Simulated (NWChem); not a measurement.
System: C2H4ClNOSi; SMILES C[Si@H](OC#N)Cl

```xyz
10

C     -1.9651     0.2696     0.3647
Si    -0.2897     0.4123    -0.4281
Cl     0.6883     2.1341     0.1226
O      0.7363    -0.8356     0.1620
C      0.4170    -2.0846     0.0561
N      0.1500    -3.2171    -0.0238
H     -2.4009    -0.7152     0.1579
H     -2.6432     1.0340    -0.0309
H     -1.8991     0.3962     1.4503
H     -0.2908     0.3162    -1.9011
```
Atoms are numbered in this order, from 1.

Geometry: optimised at B3LYP/6-31G* (spherical d).

Problem. Give the principal values of the shielding tensors (ppm) of C1, Si2, Cl3, O4, C5 from PBE0/pcSseg-1, GIAO (NWChem), with their diamagnetic and paramagnetic parts as GIAO splits them.

Solution. 
| atom | σ11 | σ22 | σ33 | isotropic | diamagnetic | paramagnetic |
|---|---|---|---|---|---|---|
| C1 | 174.9 | 180.0 | 193.9 | 182.9 | 256.8 | -73.9 |
| Si2 | 281.2 | 321.2 | 363.0 | 321.8 | 879.7 | -557.9 |
| Cl3 | 748.3 | 932.0 | 993.0 | 891.1 | 1148.8 | -257.7 |
| O4 | 203.8 | 214.9 | 348.8 | 255.8 | 397.6 | -141.8 |
| C5 | -40.0 | -36.4 | 287.9 | 70.5 | 258.3 | -187.8 |
